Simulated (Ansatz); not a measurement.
Reactions of C2H6GeO (`[CH3][GeH2][CH]=O`).

Isolated molecules relaxed with PBE0-D4/def2-TZVP in Ansatz; ΔE leaves out vibrations. CBS: MP2 limit from def2 TZ/QZ plus the TZ coupled-cluster correction, frozen cores. Double bonds are as drawn, so ΔE can hold a change between cis and trans. DFT in def2-TZVPP. For Ge outer-core shells are correlated without core-valence functions, which leaves a few kJ/mol of doubt a bond. Scalar relativity is left out up to krypton. Each species was taken in one conformer, which may not be the lowest.

```json
{"reaction": "`[CH3][GeH2][CH]=O` + `Cl[SiH]1C=C1` → `O=[CH][GeH2][Cl]` + `C[SiH]1C=C1`", "CCSD(T)/CBS(def2) (eV)": "?"}
{"reaction": "`[CH3][GeH2][CH]=O` + `C=CCO` → `C=CCOC=O` + `[CH3][GeH3]`", "CCSD(T)/CBS(def2) (eV)": "-0.67"}
{"reaction": "`[CH3][GeH2][CH]=O` + `CCC(N)=O` → `[NH2][GeH2][CH]=O` + `CCC(C)=O`", "CCSD(T)/CBS(def2) (eV)": "0.34"}
{"reaction": "`[CH3][GeH2][CH]=O` + `N/C=C/[SiH2]Cl` → `[CH3][GeH2][SiH2]Cl` + `N/C=C/C=O`", "CCSD(T)/CBS(def2) (eV)": "-0.41"}
{"reaction": "`[CH3][GeH2][CH]=O` + `C[NH][GeH2][F]` → `[CH3][GeH]([F])[CH]=O` + `C[NH][GeH3]`", "CCSD(T)/CBS(def2) (eV)": "0.18"}
```

Task: Fill in the missing values. (Estimate.)

Result: Computed: `[CH3][GeH2][CH]=O` + `Cl[SiH]1C=C1` → `O=[CH][GeH2][Cl]` + `C[SiH]1C=C1`: +0.21 eV.

Largest T1 diagnostic: 0.016, for `N/C=C/C=O`.
